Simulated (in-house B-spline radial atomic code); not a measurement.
A calculation on an ion of nuclear charge 37.5 with 36 electrons: its settings, and results tabulated from the run. Level of theory: Dirac-Hartree-Fock, average of configuration, Fermi nucleus of rms radius 4.2036 fm; calculated with a radial B-spline atomic code at the basis-set limit.

Command:
```bash
python run_scf.py task.json out
```
Settings (nuclear radius in fm, mass in u):
```
Z                37.5
configuration    [Ar] 3d10 4s2 4p6
hamiltonian      dirac
method           hf
spin_polarised   False
nucleus          fermi
rms_radius       4.2036
atomic_mass      84.91179
speed_of_light   137.035999084
```

Output (hartree, bohr):
```
 radial grid: 77 intervals, B-splines of order 8, outer radius 47.2727 bohr

 iter        energy (Eh)    residual
    1       -3075.995285    4.93e-01
    2       -3077.454900    1.15e-01
    3       -3077.695814    2.32e-02
    4       -3077.711005    1.03e-02
    5       -3077.712437    3.41e-03
    6       -3077.712652    4.38e-04
    7       -3077.712657    7.57e-05
    8       -3077.712657    4.41e-06
    9       -3077.712657    7.35e-07
   10       -3077.712657    4.88e-08

 total energy                     -3077.71266
 kinetic                            3168.8671
 electron-nucleus                  -7419.6256
 electron-electron                  1173.0459

 orbital      occ     eigenvalue          <r>       <r^2>       <1/r>       r_max    small
 1s1/2      2.000      -579.0893    0.0397054   0.0021246     38.4393     0.02591  1.86e-02
 2s1/2      2.000       -80.6359     0.174359   0.0359132     8.66886      0.1471  3.75e-03
 2p1/2      2.000       -73.0101     0.149884   0.0275767     8.60473      0.1156  3.72e-03
 2p3/2      4.000       -70.6203     0.153963    0.028972     8.28347       0.119  3.62e-03
 3s1/2      2.000       -13.5910     0.497841    0.284335     2.89081      0.4421  9.39e-04
 3p1/2      2.000       -10.7808     0.499078    0.290601     2.77338      0.4327  8.83e-04
 3p3/2      4.000       -10.4023     0.508859    0.301913     2.69935      0.4412  8.58e-04
 3d3/2      4.000        -5.4857     0.507113    0.312975     2.46122      0.3852  7.35e-04
 3d5/2      6.000        -5.4207      0.51072    0.317309     2.44149      0.3879  7.27e-04
 4s1/2      2.000        -2.0903      1.41706     2.27994    0.934131       1.231  1.55e-04
 4p1/2      2.000        -1.3133      1.61024     2.97747    0.813833       1.358  1.22e-04
 4p3/2      4.000        -1.2720      1.64181     3.09509    0.795581       1.384  1.18e-04
```


For the Dirac Hamiltonian the kinetic term is c α·p + (β - 1)c².
